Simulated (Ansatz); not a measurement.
Geometry optimisation, RKS PBE0-D4/def2-SVP (Ansatz 0.2.0).

Input:

```yaml
crystal:
  periodic: [false, false, false]
  atoms:
    - { symbol: Se, position_ang: [0.33793, 1.35627, -0.88993] }
    - { symbol: C, position_ang: [0.40025, -0.12898, 0.34849] }
    - { symbol: O, position_ang: [-0.75286, -0.49167, 0.97] }
    - { symbol: S, position_ang: [-0.26464, -1.71181, -0.10092] }
    - { symbol: H, position_ang: [-1.03506, 1.11304, -1.2679] }
    - { symbol: H, position_ang: [0.29458, -2.84713, -0.65111] }
basis:
  gaussian: { orbitals: def2-SVP }
hamiltonian:
  xc: pbe0
  dispersion: d4
relax:
  f_tol: 0.02
  max_steps: 50
output:
  orbitals: {}
```

Run as:

```bash
$ ansatz run input.yaml --threads 2 --pin off --max-ram 3072MiB --backend cpu --events-out ev --progress --plain --runs-dir out
```

Q: Where does it end, and by what steps?

A: The forces met the threshold. After 20 steps the energy has fallen by 6.837 eV; Se1 moved furthest, 1.03 Å. Parted: O3–S4 (1.70 → 2.61 Å).

```tsv
step	energy less start (eV)	largest force component (eV/Å)	accepted
0	0.0000	4.570	yes
1	-1.4874	3.613	yes
2	-2.8741	6.424	yes
3	-4.9813	3.050	yes
4	-5.7071	5.011	yes
5	-6.1354	1.408	yes
6	-6.2919	1.143	yes
7	-6.3919	1.313	yes
8	-6.4728	1.188	yes
9	-6.5870	0.352	yes
10	-6.5939	0.280	yes
11	-6.6419	0.681	yes
12	-6.6854	0.978	yes
13	-6.6894	1.143	yes
14	-6.7284	1.136	yes
15	-6.7946	0.569	yes
16	-6.8338	0.219	yes
17	-6.8353	0.222	yes
18	-6.8370	0.072	yes
19	-6.8373	0.021	yes
20	-6.8373	0.011	yes
```

```xyz
6
Properties=species:S:1:pos:R:3
Se 0.086 0.483 -1.377
C -0.377 -0.489 0.243
O -0.898 0.011 1.189
S 0.043 -2.222 0.211
H -0.445 1.738 -0.826
H 0.573 -2.231 -1.031
```

Whether the end is a true minimum wasn't checked by a vibrational analysis.

Run time: 51 s on 2 threads of Intel(R) Xeon(R) Platinum 8488C (Sapphire Rapids), with other jobs on the host, peak memory 0.2 GiB.
